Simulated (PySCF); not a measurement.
**DyS: f occupation and spin**

Unrestricted PBE0; PySCF, spin-free X2C with a Gaussian nucleus, basis sets Dy x2c-SVPall, S x2c-SVPall. The search starts from ions with several 4f fillings and holds each by maximum overlap.

The lowest solution has 2Ms+1 = 7, about 9.1 4f electrons, near 2.28 Å.

The lowest solution of each spin and filling, followed along the bond (rough minima from three points):

```json
{"2Ms+1": "7", "4f population": "9.11", "⟨S²⟩ at the start": "12.02", "R at minimum (Å)": "2.28", "Te (eV)": "0.00"}
{"2Ms+1": "5", "4f population": "9.41", "⟨S²⟩ at the start": "6.65", "R at minimum (Å)": "2.31", "Te (eV)": "0.23"}
{"2Ms+1": "5", "4f population": "9.95", "⟨S²⟩ at the start": "6.03", "R at minimum (Å)": "2.38", "Te (eV)": "0.69"}
```

Solutions at the starting distance of 2.286 Å, counted from the lowest; the search is not exhaustive:

```
2Ms+1  4f population  E (eV)   ⟨S²⟩  ⟨Lz²⟩  μ (D)
    7           9.11    0.00  12.02   10.2  -6.28
    7           9.10    0.16  12.02   10.0  -6.24
    5           9.41    0.23   6.65   10.4  -6.90
    5           9.35    0.24   6.70   10.5  -6.73
    5           9.95    0.75   6.03    9.0  -8.72
    7           9.06    1.46  12.02   11.9  -8.17
    7           9.10    1.88  12.02   11.3  -5.71
    7           9.10    1.92  12.02   10.9  -5.61
    5           9.59    1.93   7.02   10.0  -4.96
    7           9.71    2.18  12.01   11.0  -2.60
    7          10.00    2.39  12.01    9.0  -3.19
```

Partly filled real f orbitals mix terms, so no term symbols are given. A population far from a whole number shows f orbitals mixing with d and ligand orbitals, not a clean configuration. A positive dipole means Dy(−)S(+).

Spin–orbit coupling is left out. Counting both spins, an empty level lies below a filled one in some of these solutions, because spin and occupation are held. The state is the lowest single determinant that the PBE0 search found; with open d or f shells the true ground state can be another one.
